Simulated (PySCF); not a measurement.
C5H9BO.
InChI=1S/C5H9BO/c6-4-1-5(4)2-7-3-5/h4H,1-3,6H2/t4-/m0/s1

The closed-shell ground state was solved at several levels (PySCF, density fitting, gas phase, non-relativistic). The structure is a single GFN2-xTB conformer in the gas phase; no vibrational or solvent corrections.

| level | basis functions | total energy (Eh) | HOMO (eV) | LUMO (eV) | gap (eV) | dipole (D) |
| --- | --- | --- | --- | --- | --- | --- |
| PBE0/pcSseg-1 | 164 | -295.5365 | -7.17 | -1.42 | 5.75 | 1.73 |
| B3LYP/pcJ-1 | 279 | -295.9427 | -6.93 | -1.63 | 5.30 | 1.75 |

What might B3LYP/def2-SVPD (215 basis functions) give for the same quantities?

Total energy -295.7306 Eh, HOMO -7.06 eV, LUMO -1.68 eV, gap 5.38 eV, dipole 1.79 D.

Over all these levels, which gives the widest orbital gap and which the narrowest?

PBE0/pcSseg-1 (global hybrid, 25 % exact exchange) has the widest, 5.75 eV, and B3LYP/pcJ-1 (global hybrid, 20 % exact exchange) the narrowest, 5.30 eV. Functional and basis both differ between the two, so the spread mixes both effects.

How far do the dipole and the HOMO energy spread over the levels?

The dipole runs from 1.73 to 1.79 D (mean 1.76 D) and the HOMO from -7.17 to -6.93 eV.
